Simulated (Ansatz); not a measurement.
Isolated molecules relaxed with PBE0-D4/def2-TZVP in Ansatz; ΔE leaves out vibrations. CCSD(T)/CBS adds triple-zeta CCSD(T) − MP2 to the extrapolated MP2 energy (def2 sets, frozen cores). This one scheme is used for every species. DFT in def2-TZVPP. For Ge outer-core shells are correlated without core-valence functions, which leaves a few kJ/mol of doubt a bond. Scalar relativity is left out up to krypton. Each species was taken in one conformer, which may not be the lowest.

Reaction (formal hydrolysis of a Ge–F bond): `[OH][GeH2][GeH2][F]` + H₂O → `[OH][GeH2][GeH2][OH]` + H–F

`[OH][GeH2][GeH2][F]`:

Cartesian coordinates in Å:
```
O 0.628 2.031 -0.423
Ge -0.595 0.728 -0.499
Ge 0.256 -1.177 0.765
F -0.817 -2.520 0.429
H 1.350 1.896 -1.041
H -0.856 0.337 -1.968
H -1.848 1.336 0.143
H 1.652 -1.636 0.302
H 0.229 -0.995 2.292
```

H₂O:

```xyz
3

O     0.290    0.206   -0.158
H     0.222   -0.109    0.746
H    -0.512   -0.097   -0.588
```

`[OH][GeH2][GeH2][OH]`:

```xyz
10

O    -0.391    1.767    1.697
Ge   -0.162    1.229    0.004
Ge    0.566   -1.103   -0.036
O     0.442   -1.751   -1.701
H    -1.124    1.323    2.128
H     0.889    2.200   -0.552
H    -1.492    1.389   -0.771
H     2.049   -1.279    0.318
H    -0.310   -1.953    0.914
H    -0.467   -1.821   -2.001
```

H–F:

```xyz
2

F    -0.044   -0.235    0.393
H     0.044    0.235   -0.393
```

Question: Is it downhill or uphill in electronic energy at CCSD(T)/CBS, and by how much? (An estimate is asked.)

Answer: Ansatz gave: Uphill: ΔE = +32.1 kJ/mol.

Question: What do these levels give: PBE-D4, r2SCAN-D4, PBE0-D4, ωB97X-V, B2PLYP, PBE0, HF/def2-TZVPP, SCS-MP2/def2-TZVPP, CCSD(T)/def2-TZVPP, HF/def2-QZVPP, MP2/def2-QZVPP, CCSD/CBS(def2)? (Estimate.)

Answer: Ansatz gave: PBE-D4 34.6, r2SCAN-D4 37.0, PBE0-D4 34.1, ωB97X-V 38.4, B2PLYP 36.9, PBE0 35.7, HF/def2-TZVPP 44.3, SCS-MP2/def2-TZVPP 32.2, CCSD(T)/def2-TZVPP 31.0, HF/def2-QZVPP 46.2, MP2/def2-QZVPP 29.9, CCSD/CBS(def2) 33.8 kJ/mol.

Largest T1 diagnostic among the species: 0.012.

In def2-TZVPP, CCSD(T) changes the Hartree–Fock value by −13.3 kJ/mol (the triples alone add −1.8 kJ/mol) and MP2 by −15.7 kJ/mol. The D4 term adds −3.0 kJ/mol with B3LYP and −1.7 kJ/mol with PBE0; it sums over pairs of atoms, weighted by their polarisabilities, and B3LYP, whose exchange is more repulsive, gets the larger term.

B3LYP here is the variant with VWN-RPA as its local correlation; programs differ in this.
